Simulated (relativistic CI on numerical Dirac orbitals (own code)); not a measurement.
**Hyperfine structure of Cd46+, mass number 111**

Calculated at this level of theory: Dirac-Coulomb-Breit CI, separate exchange-only KLI orbitals for each configuration, model QED (radiative potential, 1s self-energy scaled to tabulated hydrogen-like ionisation energies), unscaled Slater integrals (own radial code, finite nucleus).

CI space: 1s², 1s2s, 1s2p, 1s3s, 1s3p, 1s3d, 1s4s, 1s4p, 1s4d, 1s4f, 1s5s, 1s5p, 1s5d, 1s5f, 1s5g, 1s6s, 1s6p, 1s6d. Levels of other configurations are missing.

Nuclear spin I = 1/2, μ = -0.594 μN (tables of Stone and Pyykkö). The electronic factors are computed for point nuclear moments, without core polarisation or the Bohr-Weisskopf and QED corrections.

```csv
Level,E (Ry),A (GHz)
1s2s ³S1,1731.07,-22690
1s2p ³P°1,1735.99,-20800
1s2p ³P°2,1753.01,-10240
1s2p ¹P°1,1755.31,9563
1s3s ³S1,2056.54,-20860
1s3p ³P°1,2057.88,-20240
1s3p ³P°2,2062.94,-10110
1s3d ³D2,2063.50,-10090
```

Levels with J = 0, under 50 % of one LS term, or S terms without an open s electron are left out. Small factors come from cancelling terms and can be off by tens of per cent or more.

At this charge energies of transitions that change n are usually good to better than 1 %, and those within a shell (Δn = 0) to a few per cent.

Give the hyperfine levels of 1s2s ³S1 relative to its centre of gravity.

With K = F(F + 1) − I(I + 1) − J(J + 1), E = AK/2: F = 1/2: 22690, F = 3/2: -11340 GHz.

LS names give the leading component of a level, which can be under half, so a name can repeat, a term be missing and a line seem to break the LS rules.
